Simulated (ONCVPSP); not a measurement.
# Building the ONCV potential for Sr (PBE, scalar-relativistic).

Sr, optimised norm-conserving Vanderbilt (ONCV), made with ONCVPSP 4.0.1 (PBE, scalar-relativistic). Core [Ar] 3d10 4s2, reference 4p6 5s2. Waves: 5s: rc 3.15 bohr, ncon 4, nbas 7, qcut 2.6 1/bohr, 3 projectors, debl 3.4 Ha; 4p: rc 2.10 bohr, ncon 4, nbas 7, qcut 5.3 1/bohr, 3 projectors, debl 0.9 Ha; d scattering state at 0.21 Ha: rc 2.85 bohr, ncon 5, nbas 8, qcut 3.1 1/bohr, 2 projectors, debl 0.9 Ha; f scattering state at 0.06 Ha: rc 3.00 bohr, ncon 3, nbas 7, qcut 3.6 1/bohr, 2 projectors, debl 2.8 Ha. Local part: polynomial inside 1.70 bohr (lpopt 4, dvloc0 2 Ha). Core correction: none.

In the d channel the program set the typed energies aside and used -0.047, 0.853 Ha.

All-electron outer shells of the reference configuration (PBE, scalar-relativistic, ld1.x):

```
shell  level (eV)  outermost node (bohr)  outermost maximum (bohr)
   4p      -22.82                   0.61                      1.33
   5s       -3.53                   1.65                      3.72
```

What the tests gave:

```json
{
 "Cutoffs needed": "7.4 Ha and 9.0 Ha (the cutoffs (Ha) at which the residual kinetic energy of the hardest occupied pseudo-wave falls to 1 and 0.1 mHa per electron) The cutoffs count occupied waves only; projector 2 of the f channel, the hardest unoccupied one, needs 38 Ha at the loose tolerance.",
 "Ghost test": "no bound ghost flagged; GHOST(+) flagged for s at 140.0 eV",
 "Largest excitation error": "+42 meV (all-electron minus pseudo) for 4p6 5s0, out of 4 test configurations"
}
```

Generation and tests took about 5 s on one core of a shared server CPU.
